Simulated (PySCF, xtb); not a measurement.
C4H9FSi, SMILES C(C)[SiH2]/C=C\F.

Geometry optimised at PBE-D3(BJ)/def2-SVP. The structure was generated by enumeration; whether it is a known compound was not checked. Other conformers were not sampled.

These are IEF-PCM-M06-2X/def2-SVP run with PySCF 2.14.0 values and carry that method's errors.

The values are the electrostatic part of the solvation free energy, E(continuum) − E(gas) at the gas-phase geometry, in a cavity of scaled van der Waals radii (PySCF's table); cavitation and dispersion terms are not included. In vacuum the orbital gap is 9.43 eV. The dipole moment in vacuum is 1.92 D.

```tsv
solvent	ε	ΔG(elec) (kcal/mol)	dipole (D)	gap (eV)
water	78.36	-2.5	2.51	9.47
2-propanol	19.26	-2.3	2.46	9.46
N,N-dimethylformamide	37.22	-2.4	2.49	9.47
```

For comparison, GFN2-xTB/ALPB(water) (xtb, at the GFN2-xTB geometry, all terms of that model) gives -1.2 kcal/mol.
